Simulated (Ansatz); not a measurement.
`O[Si]([SiH3])([SiH3])Cl` + `C[SiH2]F` → `C[Si](O)([SiH3])Cl` + `F[SiH2][SiH3]` at 400 K and 1 bar (redistribution).

Calculated with Ansatz (gas phase, PBE0-D4/def2-TZVP geometries, no zero-point term in ΔE). CBS: MP2 limit from def2 TZ/QZ plus the TZ coupled-cluster correction, frozen cores. One conformer a species, not always the lowest.

| species | CCSD(T)/CBS energy (Eh) | H − E (kJ/mol) | S (J/(mol·K)) |
| --- | --- | --- | --- |
| `O[Si]([SiH3])([SiH3])Cl` | -1406.48895 | 219.6 | 463.2 |
| `C[SiH2]F` | -430.00374 | 171.0 | 310.0 |
| `C[Si](O)([SiH3])Cl` | -1155.49045 | 246.5 | 433.7 |
| `F[SiH2][SiH3]` | -681.00067 | 143.3 | 339.5 |

H − E and S are ideal-gas, rigid-rotor, harmonic terms from PBE0-D4/def2-TZVP, for one conformer and one mirror image of each species. 1 Eh = 2625.50 kJ/mol, R = 8.31446 J/(mol·K).

Question: By hand: ΔE, ΔH, ΔS and ΔG.

Answer: ΔE = (-1155.49045) + (-681.00067) − (-1406.48895) − (-430.00374) = 0.00157 Eh = 4.1 kJ/mol. Δ(H − E) = 246.5 + 143.3 − 219.6 − 171.0 = -0.8, so ΔH = 3.3 kJ/mol. ΔS = 433.7 + 339.5 − 463.2 − 310.0 = 0.0 J/(mol·K). ΔG = 3.3 − 400 × (0.0)/1000 = 3.3 kJ/mol.

Question: By hand: the equilibrium constant, and the temperature at which ΔG would vanish if ΔH and ΔS stayed fixed.

Answer: log₁₀ K = −ΔG/(RT ln 10) = -0.4. With ΔH or ΔS at zero there is no such temperature.

The number of gas molecules stays the same, so ΔS is small and ΔH decides. The sign of ΔG lies within the doubt. A doubt of 5 kJ/mol in ΔE shifts log₁₀ K by 0.7 here. Other conformers and mirror images would add mixing entropy, several J/(mol·K) or more a flexible species. These are equilibria of isolated gas molecules and say nothing of rates. Largest T1 diagnostic: 0.013 (customary marks: 0.02 for closed shells, 0.045 for open ones).

ΔS is within the doubt of such terms, so its sign, and with it that verdict, could turn.
